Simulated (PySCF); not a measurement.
Zn(SH) (HSZn), SMILES [SH][Zn] (connectivity only; charge and spin as stated), neutral, multiplicity 2.

Geometry optimised at PBE0-D3(BJ)/def2-TZVP. The spin state was assumed, not searched. The isomer is the one that the SMILES or the coordinates give; other isomers of the formula were not compared.

Computed with TDA-CAM-B3LYP/def2-TZVPD (PySCF 2.14.0).

Vertical excitations. Isolated molecule, no solvent.

Computed excitation energies, oscillator strengths and character:
```json
[
 {"state": "root 1", "energy (eV)": "2.46", "λ (nm)": "505", "f": "0.002", "main pairs": "β HOMO→LUMO 97 %"},
 {"state": "root 2", "energy (eV)": "3.55", "λ (nm)": "350", "f": "0.076", "main pairs": "α HOMO→LUMO 92 %"},
 {"state": "root 3", "energy (eV)": "3.86", "λ (nm)": "321", "f": "0.087", "main pairs": "α HOMO→LUMO+1 91 %"},
 {"state": "root 4", "energy (eV)": "4.13", "λ (nm)": "300", "f": "0.064", "main pairs": "β HOMO−1→LUMO 85 %"},
 {"state": "root 5", "energy (eV)": "5.07", "λ (nm)": "245", "f": "0.000", "main pairs": "α HOMO−1→LUMO 79 %, β HOMO→LUMO+1 6 %"},
 {"state": "root 6", "energy (eV)": "5.19", "λ (nm)": "239", "f": "0.134", "main pairs": "α HOMO→LUMO+2 71 %, α HOMO−1→LUMO+1 11 %"},
 {"state": "root 7", "energy (eV)": "5.30", "λ (nm)": "234", "f": "0.000", "main pairs": "α HOMO−1→LUMO 10 %, β HOMO→LUMO+1 70 %, β HOMO→LUMO+4 12 %"},
 {"state": "root 8", "energy (eV)": "5.34", "λ (nm)": "232", "f": "0.038", "main pairs": "α HOMO−1→LUMO+1 42 %, α HOMO→LUMO+2 7 %, β HOMO→LUMO+2 35 %"},
 {"state": "root 9", "energy (eV)": "5.62", "λ (nm)": "220", "f": "0.000", "main pairs": "α HOMO−1→LUMO+2 14 %, α HOMO−1→LUMO+3 12 %, α HOMO−1→LUMO+5 10 %, β HOMO→LUMO+3 12 %, β HOMO→LUMO+1 12 %, β HOMO→LUMO+4 11 %, β HOMO→LUMO+6 10 %"},
 {"state": "root 10", "energy (eV)": "5.64", "λ (nm)": "220", "f": "0.074", "main pairs": "α HOMO→LUMO+3 54 %, α HOMO→LUMO+5 14 %, α HOMO→LUMO+9 9 %"}
]
```
Unrestricted roots are not spin-pure.
